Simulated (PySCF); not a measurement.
A structure optimised at PBE-D3(BJ)/def2-TZVPD, used in a PySCF frequency run:

```
O
H 1 0.9644
Ca 1 1.9739 2 180.00
```
Charge 0, spin multiplicity 2.

Write its SMILES, formula and point group.

[OH][Ca], CaHO, C∞v

What are its rotational constants (standard atomic weights)?

10.080 GHz (linear rotor, B only)
